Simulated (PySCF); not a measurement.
PySCF input (BP86/6-31G* (5d)):

```python
from pyscf import gto, dft

mol = gto.M(
    atom='''
    C    -1.72551300   -0.51086100    0.16244200
    C    -0.56307400    0.38637200    0.42330800
    Si    1.12973700    0.11756100   -0.25120000
    H    -2.54457600    0.03103800   -0.32680100
    H    -2.14199600   -0.90517400    1.09766600
    H    -1.46926400   -1.36260000   -0.47009300
    H    -0.76134800    1.24840500    1.05353600
    H     1.66560500   -1.20509700    0.16933000
    H     2.04915000    1.18076900    0.21778100
    H     1.11764200    0.11373300   -1.73912400
    ''',
    basis='6-31g*',
    charge=0,
    spin=1,
    verbose=4,
)

mf = dft.UKS(mol, xc='bp86')
mf.grids.level = 3
mf.conv_tol = 1e-9
mf.max_cycle = 100
mf.max_memory = 1500
mf.kernel()
if not mf.converged:
    mf = mf.newton()
    mf.kernel(mf.make_rdm1())
mo, _, stable, _ = mf.stability(return_status=True)
if not stable:
    mf.kernel(mf.make_rdm1(mo, mf.mo_occ))
    stable = mf.stability(return_status=True)[2]
mf.dip_moment()
```

From the output:

```

cycle= 1 E= -369.805977758316  delta_E= -0.0825  |g|= 0.273  |ddm|= 1.86
  alpha nocc = 17  HOMO = -0.102206176971675  LUMO = 0.0481100032146493
  beta  nocc = 16  HOMO = -0.216721873033398  LUMO = -0.0454662352506752
  HOMO = -0.102206176972  LUMO = -0.0454662352507  gap/eV = 1.54397
cycle= 2 E= -369.754789422884  delta_E= 0.0512  |g|= 0.405  |ddm|= 0.69
  alpha nocc = 17  HOMO = -0.176272492360777  LUMO = 0.0285065143461614
  beta  nocc = 16  HOMO = -0.27897497987286  LUMO = -0.11136223820237
  HOMO = -0.176272492361  LUMO = -0.111362238202  gap/eV = 1.76630
cycle= 3 E= -369.849293807725  delta_E= -0.0945  |g|= 0.0333  |ddm|= 0.475
  alpha nocc = 17  HOMO = -0.171609465045002  LUMO = 0.0248698195489343
  beta  nocc = 16  HOMO = -0.277882091370786  LUMO = -0.103729475341169
  HOMO = -0.171609465045  LUMO = -0.103729475341  gap/eV = 1.84711
cycle= 4 E= -369.849956451933  delta_E= -0.000663  |g|= 0.0176  |ddm|= 0.0612
  alpha nocc = 17  HOMO = -0.174982643694317  LUMO = 0.0245443145010324
  beta  nocc = 16  HOMO = -0.279461624548995  LUMO = -0.105403119273865
  HOMO = -0.174982643694  LUMO = -0.105403119274  gap/eV = 1.89336
cycle= 5 E= -369.850117202355  delta_E= -0.000161  |g|= 0.00486  |ddm|= 0.0203
  alpha nocc = 17  HOMO = -0.174792645654553  LUMO = 0.0251044948671697
  beta  nocc = 16  HOMO = -0.278943330995011  LUMO = -0.104362501540848
  HOMO = -0.174792645655  LUMO = -0.104362501541  gap/eV = 1.91650
cycle= 6 E= -369.85013173688  delta_E= -1.45e-05  |g|= 0.000794  |ddm|= 0.00671
  alpha nocc = 17  HOMO = -0.174926505218195  LUMO = 0.0249803512265383
  beta  nocc = 16  HOMO = -0.279032528243071  LUMO = -0.104305958018253
  HOMO = -0.174926505218  LUMO = -0.104305958018  gap/eV = 1.92168
cycle= 7 E= -369.850132250997  delta_E= -5.14e-07  |g|= 0.000354  |ddm|= 0.00181
  alpha nocc = 17  HOMO = -0.174889284582072  LUMO = 0.0250273782070987
  beta  nocc = 16  HOMO = -0.278958144564324  LUMO = -0.104243560277915
  HOMO = -0.174889284582  LUMO = -0.104243560278  gap/eV = 1.92237
cycle= 8 E= -369.850132348019  delta_E= -9.7e-08  |g|= 6.34e-05  |ddm|= 0.000623
  alpha nocc = 17  HOMO = -0.174900173454402  LUMO = 0.0250185999925838
  beta  nocc = 16  HOMO = -0.27897451335891  LUMO = -0.104256657139583
  HOMO = -0.174900173454  LUMO = -0.10425665714  gap/eV = 1.92231
cycle= 9 E= -369.850132365678  delta_E= -1.77e-08  |g|= 1.72e-05  |ddm|= 0.00013
  alpha nocc = 17  HOMO = -0.174898040157328  LUMO = 0.0250195285913026
  beta  nocc = 16  HOMO = -0.278972085747793  LUMO = -0.104255325125914
  HOMO = -0.174898040157  LUMO = -0.104255325126  gap/eV = 1.92229
cycle= 10 E= -369.850132351853  delta_E= 1.38e-08  |g|= 5.58e-06  |ddm|= 3.79e-05
  alpha nocc = 17  HOMO = -0.174897194411481  LUMO = 0.0250196460519829
  beta  nocc = 16  HOMO = -0.278971138375116  LUMO = -0.104254702935209
  HOMO = -0.174897194411  LUMO = -0.104254702935  gap/eV = 1.92228
cycle= 11 E= -369.850132351881  delta_E= -2.84e-11  |g|= 2.26e-06  |ddm|= 1.32e-05
  alpha nocc = 17  HOMO = -0.174898091742434  LUMO = 0.0250195029599229
  beta  nocc = 16  HOMO = -0.278971909192916  LUMO = -0.104255639680144
  HOMO = -0.174898091742  LUMO = -0.10425563968  gap/eV = 1.92228
Extra cycle  E= -369.850132351879  delta_E= 2.05e-12  |g|= 2.91e-06  |ddm|= 6.58e-06
converged SCF energy = -369.850132351879  <S^2> = 0.75313463  2S+1 = 2.0031322
uhf_internal: lowest eigs of H = [0.53052271 0.53534321 0.54587058]
<class 'pyscf.dft.uks.UKS'> wavefunction is stable in the internal stability analysis
Dipole moment(X, Y, Z, Debye): -1.13242, -0.01061,  0.31831
```

The geometry given is a B3LYP-D3(BJ)/def2-TZVP minimum.
